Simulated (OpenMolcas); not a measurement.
# V3+: ligand-field states by method

V3+ with its 6 nearest oxide ions at 2.05 Å, on the Mg site of MgO (a = 4.2112 Å, distance in the model lattice 2.106 Å). The rest of the host is ab initio model potentials to 7.6 Å, with orthogonalisation functions on the cations behind the ligands, and point charges beyond; the distance is set by hand and nothing relaxes, and no local charge compensation is placed. Ligand basis ANO-RCC-VDZP.
```
V     0.0000    0.0000    0.0000
O     2.0500    0.0000    0.0000
O     0.0000    2.0500    0.0000
O    -2.0500    0.0000    0.0000
O     0.0000   -2.0500    0.0000
O     0.0000    0.0000    2.0500
O     0.0000    0.0000   -2.0500
```

| Property | Result |
| --- | --- |
| Program | OpenMolcas 26.06 |
| Basis | ANO-RCC-VTZP [6s5p3d2f1g] |
| Scalar Hamiltonian | DKH2, point nucleus |
| Active space | 2 electrons in 5 orbitals (3d) |
| State averaging | 2S+1 = 3 even, 10 roots; 2S+1 = 1 even, 15 roots |
| Spin-orbit coupling | state interaction with AMFI integrals over the reference wave functions |

I. CASSCF
II. SS-CASPT2, IPEA 0.25 Eh, imaginary shift 0.1 Eh (closed shells correlated: 3s 3p and the ligand valence shells)
III. SS-CASPT2, IPEA 0.25 Eh, sigma2 regulariser 0.3 Eh (closed shells correlated: 3s 3p and the ligand valence shells)

Spin-free states (labels of O, the rotations of Oh) in cm-1, each column counted from its own energy of the first state listed:

```json
{"State": "3T1", "Degeneracy": "3", "I": "0", "II": "0", "III": "0"}
{"State": "1T2", "Degeneracy": "3", "I": "12926", "II": "8890", "III": "8890"}
{"State": "1E", "Degeneracy": "2", "I": "13212", "II": "9350", "III": "9350"}
{"State": "3T2", "Degeneracy": "3", "I": "15389", "II": "17740", "III": "17740"}
{"State": "1A1", "Degeneracy": "1", "I": "27029", "II": "20340", "III": "20340"}
{"State": "3T1", "Degeneracy": "3", "I": "27813", "II": "26950", "III": "26950"}
{"State": "1T2", "Degeneracy": "3", "I": "30122", "II": "28400", "III": "28400"}
{"State": "3A2", "Degeneracy": "1", "I": "32363", "II": "36690", "III": "36690"}
{"State": "1T1", "Degeneracy": "3", "I": "33305", "II": "31430", "III": "31430"}
{"State": "1E", "Degeneracy": "2", "I": "47402", "II": "47610", "III": "47610"}
{"State": "1A1", "Degeneracy": "1", "I": "66146", "II": "60980", "III": "60970"}
```

From I to II, I's first state of the same spin (3T2) moves from 15389 to 17740 cm-1, by about +2300 cm-1.

From I to II, I's first state of another spin (1T2) moves from 12926 to 8890 cm-1, by about -4000 cm-1.

I: A least-squares ligand-field fit to the states below 45000 cm-1, each weighted by its degeneracy and with a free common offset, gives 10Dq = 16964 cm-1, B = 937 cm-1 and C = 3332 cm-1 (C/B = 3.56), with an rms deviation of 34 cm-1. The same method and metal basis give the free ion B = 1080 cm-1 (fit to its terms below 60000 cm-1, rms deviation 55 cm-1), so the nephelauxetic ratio is β = 937 / 1080 = 0.87; it hangs on how both fits weigh the states, and computed free-ion B values tend to be too large, so β mixes covalency with correlation.

II: A least-squares ligand-field fit to the states below 45000 cm-1, each weighted by its degeneracy and with a free common offset, gives 10Dq = 19361 cm-1, B = 721 cm-1 and C = 2308 cm-1 (C/B = 3.20), with an rms deviation of 228 cm-1. The same method and metal basis give the free ion B = 978 cm-1 (fit to its terms below 60000 cm-1, rms deviation 640 cm-1), so the nephelauxetic ratio is β = 721 / 978 = 0.74; it hangs on how both fits weigh the states, and computed free-ion B values tend to be too large, so β mixes covalency with correlation.

III: A least-squares ligand-field fit to the states below 45000 cm-1, each weighted by its degeneracy and with a free common offset, gives 10Dq = 19361 cm-1, B = 721 cm-1 and C = 2308 cm-1 (C/B = 3.20), with an rms deviation of 228 cm-1. The same method and metal basis give the free ion B = 978 cm-1 (fit to its terms below 60000 cm-1, rms deviation 640 cm-1), so the nephelauxetic ratio is β = 721 / 978 = 0.74; it hangs on how both fits weigh the states, and computed free-ion B values tend to be too large, so β mixes covalency with correlation.

From I to II, 10Dq changes by +14 %, B by -23 % and C by -31 %.

χT at 300 K: I 0.91, II 0.90, III 0.90 cm3 K/mol.

Roots that are degenerate in the reference are averaged as groups; the widest CASPT2 spread within a group is 140 cm-1 (the 3-fold group of multiplicity 3 near 0 cm-1 above the lowest state of its run, III). Shifts and gaps below about the spread of the groups concerned are not significant. Over all roots computed the reference weight is 0.70 to 0.71 in II, 0.70 to 0.71 in III; a low but even weight reflects the number of correlated electrons. An orbital triplet at a regular site is open to Jahn-Teller coupling, which can distort the site and quench the lowest spin-orbit gaps and is left out. Ligand-to-metal charge-transfer states are missing. With no ligand orbital active B as a rule stays too high, so bands that hang on it stand too high and its fall with covalency is understated. Without dynamic correlation the repulsion within the d shell is too large (B by tens of per cent), so at a given field states of lower spin stand too high (holds for I). With metal d orbitals alone and no dynamic correlation 10Dq can be off by a tenth to a fifth, either way, in oxide and fluoride hosts (holds for I). With one d shell and no ligand orbital active, 10Dq can be off by a tenth or more (holds for II; III). No measured value stands beside these numbers; the geometry was set by hand and not optimised.
